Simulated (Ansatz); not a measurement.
Computed with Ansatz on PBE0-D4/def2-TZVP structures; ΔE is electronic, products minus reactants. CBS: MP2 limit from def2 TZ/QZ plus the TZ coupled-cluster correction, frozen cores. DFT in def2-TZVPP. For Ga outer-core shells are correlated without core-valence functions, which leaves a few kJ/mol of doubt a bond. Scalar relativity is left out up to krypton. Each species was taken in one conformer, which may not be the lowest.

`C[O][Ga]([NH2])[NH2]` + `CB(N)[SiH3]` → `CNB(C)[SiH3]` + `[NH2][Ga]([NH2])[OH]`  (substitution at a C–O bond)

`C[O][Ga]([NH2])[NH2]`:

Cartesian coordinates in Å:
```
C 0.495 -1.929 -0.670
O 0.840 -0.581 -0.831
Ga 0.016 0.721 0.074
N -1.377 0.296 1.162
N 0.665 2.393 -0.185
H 1.052 -2.525 -1.400
H 0.749 -2.310 0.329
H -0.574 -2.117 -0.839
H -1.717 0.942 1.854
H -1.519 -0.655 1.458
H 0.108 3.203 0.026
H 1.262 2.562 -0.978
```

`CB(N)[SiH3]`:

Z-matrix (Å, degrees):
```
C
B 1 1.573
H 1 1.095 2 110.8
H 1 1.095 2 113.7 3 121.7
H 1 1.095 2 110.7 3 -116.7
N 2 1.392 1 120.4 3 -121.9
Si 2 2.029 1 121.5 3 58.1
H 6 1.006 2 123.8 1 -180.0
H 6 1.009 2 122.7 1 0.1
H 7 1.492 2 111.7 1 59.2
H 7 1.494 2 112.3 1 179.6
H 7 1.492 2 111.6 1 -60.0
```

`CNB(C)[SiH3]`:

Z-matrix (Å, degrees):
```
C
N 1 1.446
H 1 1.094 2 111.2
H 1 1.094 2 111.3 3 120.5
H 1 1.088 2 110.1 3 -119.7
B 2 1.394 1 129.2 3 120.7
H 2 1.008 1 112.8 3 -59.4
Si 6 2.028 2 116.1 1 179.9
C 6 1.574 2 123.7 1 -0.2
H 8 1.493 6 112.3 2 121.4
H 8 1.493 6 112.1 2 -118.9
H 8 1.496 6 111.7 2 1.1
H 9 1.096 6 109.9 2 -121.0
H 9 1.093 6 115.9 2 1.2
H 9 1.096 6 110.1 2 123.5
```

`[NH2][Ga]([NH2])[OH]`:

Z-matrix (Å, degrees):
```
N
Ga 1 1.814
H 1 1.007 2 118.9
H 1 1.006 2 121.1 3 -144.3
N 2 1.821 1 123.6 3 163.8
O 2 1.788 1 115.3 3 -16.1
H 5 1.006 2 120.7 1 161.7
H 5 1.007 2 120.4 1 16.6
H 6 0.958 2 114.4 1 -177.7
```

(1) Is it downhill or uphill in electronic energy at CCSD(T)/CBS, and by how much? (An estimate is asked.)

(2) What do these levels give: revPBE-D4, r2SCANh-D4, PBE, BLYP, PBE0, r2SCANh, LC-ωPBE, HF/def2-TZVPP, CCSD(T)/def2-TZVPP, HF/def2-QZVPP, SCS-MP2/def2-QZVPP, MP2/CBS(def2)? (An estimate is asked.)

Largest T1 diagnostic among the species: 0.013.

Results:

(1) Computed: Downhill: ΔE = -0.30 eV.

(2) Ansatz gave: revPBE-D4 -0.28, r2SCANh-D4 -0.25, PBE -0.27, BLYP -0.21, PBE0 -0.27, r2SCANh -0.25, LC-ωPBE -0.27, HF/def2-TZVPP -0.16, CCSD(T)/def2-TZVPP -0.28, HF/def2-QZVPP -0.16, SCS-MP2/def2-QZVPP -0.29, MP2/CBS(def2) -0.34 eV.

Leaving LDA and LC-ωPBE aside and taking each functional with its dispersion term where it has one, the values, not all of them listed here, spread over 0.08 eV, from PBE-QIDH to BHLYP-D4. LDA lies −0.05 eV from PBE without D4. In def2-TZVPP, CCSD(T) changes the Hartree–Fock value by −0.12 eV (the triples alone add −0.01 eV) and MP2 by −0.16 eV.
